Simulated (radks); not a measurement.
Spin polarisation of the 4p3 shell in Se+. Start: [Ar] 3d10 4s2 4p(up 1.5, down 1.5); electrons of 4p are moved from spin down to spin up, other shells keep equal spins. Method: scalar-relativistic Kohn-Sham, PBE, spin-polarised, spherical densities, finite nucleus; Fermi nuclear charge, rms radius of each element as measured or else 0.836 A^(1/3) + 0.57 fm; computed with a radial shooting solver on a logarithmic mesh with Libxc functionals.

moment (Bohr magnetons)  E - E(0) (eV)  e(4p up) (eV)  e(4p down) (eV)  4s down minus up (eV)
0                                0.000        -15.407          -15.407                  0.000
0.75                            -0.128        -15.723          -15.041                  0.682
1.5                             -0.513        -15.994          -14.618                  1.373
2.25                            -1.161        -16.221          -14.136                  2.080
3                               -2.079        -16.404          -13.588                  2.800

At moment 3 the spin-polarisation energy is -2.079 eV and the 4p exchange splitting 2.816 eV, that is 0.939 eV per Bohr magneton; E = -I m^2/4 would give I = 0.924 eV.
